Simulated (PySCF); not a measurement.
Distances in Å between the heavy atoms of a computed structure (PBE0-D3(BJ)/def2-SVP; lower triangle, same order across):
```
C1    0.00
S2    1.80  0.00
C3    2.79  1.76  0.00
C4    4.11  2.70  1.41  0.00
C5    5.21  4.01  2.42  1.39  0.00
C6    5.35  4.58  2.82  2.42  1.40  0.00
C7    6.81  6.08  4.32  3.80  2.52  1.50  0.00
F8    7.14  6.74  5.00  4.80  3.68  2.38  1.37  0.00
C9    4.42  4.09  2.42  2.78  2.40  1.39  2.52  2.73  0.00
C10   3.03  2.80  1.40  2.41  2.78  2.43  3.81  4.12  1.40  0.00
```

Hydrogens: 3 on C1, 1 on C4, 1 on C5, 2 on C7, 1 on C9, 1 on C10.

Neutral, closed shell.

(1) Which heavy atoms are bonded, and with what formal order?

(2) Write the SMILES.

(3) Which rings does it hold (smallest set)?

(4) Classify the heavy atoms.

Results:

(1) C1–S2 (single); S2–C3 (single); C3–C4 (aromatic); C4–C5 (aromatic); C5–C6 (aromatic); C6–C7 (single); C7–F8 (single); C6–C9 (aromatic); C9–C10 (aromatic); C3–C10 (aromatic).

(2) `CSc1ccc(CF)cc1`, C8H9FS. Among its features: benzene ring, sulfide and C–F bond.

(3) C3–C4–C5–C6–C9–C10 (6 members, 0.00 Å rms from planarity).

(4) C1: S-methyl carbon; S2: sulfide sulfur; C3: substituted aromatic carbon; C4/C10: aromatic CH carbon; C5/C9: aromatic CH carbon; C6: substituted aromatic carbon; C7: sp3 C–F carbon; F8: alkyl fluorine.

Shape of the structure used: `[CH3:1][S:2][c:3]1[cH:4][cH:5][c:6]([CH2:7][F:8])[cH:9][cH:10]1`: C1–S2–C3–C4 180°, C5–C6–C7–F8 -177°.
